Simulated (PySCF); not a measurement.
**Question.** Give a PBE0-D3(BJ)/def2-SVP geometry of `CCO[SiH2]N[SiH3]`.

**Answer.** 
```xyz
17
C2H11NOSi2 angstrom
C     -2.2135    0.1479   -1.1637
C     -1.7194   -0.3986    0.1546
O     -0.3423   -0.1456    0.2777
Si     0.6635   -0.6138    1.5161
N      2.1868   -0.0693    0.9223
Si     2.4272    0.6787   -0.6411
H     -2.0352    1.2320   -1.2198
H     -1.6808   -0.3290   -2.0001
H     -3.2916   -0.0368   -1.2832
H     -2.2711    0.0724    0.9910
H     -1.9170   -1.4867    0.2130
H      0.5871   -2.0971    1.7175
H      0.2752    0.0332    2.8104
H      3.0135   -0.1663    1.5019
H      1.6954    1.9718   -0.7933
H      3.8946    0.9557   -0.7365
H      2.0416   -0.2131   -1.7756
```

Orientation and origin are arbitrary. Atoms count from 1 in this order. Si6 (SiH3 silicon) is distorted tetrahedral (angles from 105.7° to 113.2°). Si4 (oxygen-bound silicon) is distorted tetrahedral (angles from 100.9° to 113.8°). N5 (nitrogen bridging silicon atoms) is planar (angles 124.4°, 119.6° and 116.1°, sum 360.0°, 0.01 Å off the plane of its three neighbours). The 2 N–Si bonds span 1.723 Å (Si4–N5, drawn single) to 1.750 Å (N5–Si6, drawn single), a spread of 0.027 Å.

Bonds between heavy atoms (Å): C1–C2 1.510, C2–O3 1.406, O3–Si4 1.663, Si4–N5 1.723, N5–Si6 1.750.

Computed, not measured: PBE0-D3(BJ)/def2-SVP geometry optimisation, gas phase (PySCF).

Point group: near Cs, missed by 0.11 Å at most; the miss may be what the optimiser left on a soft mode. No PBE0-D3(BJ)/def2-SVP frequencies stand behind this structure, so it isn't proved a minimum. The numbers are those of one conformer (C1–C2–O3–Si4 -177°, C2–O3–Si4–N5 176°, O3–Si4–N5–Si6 -3°).
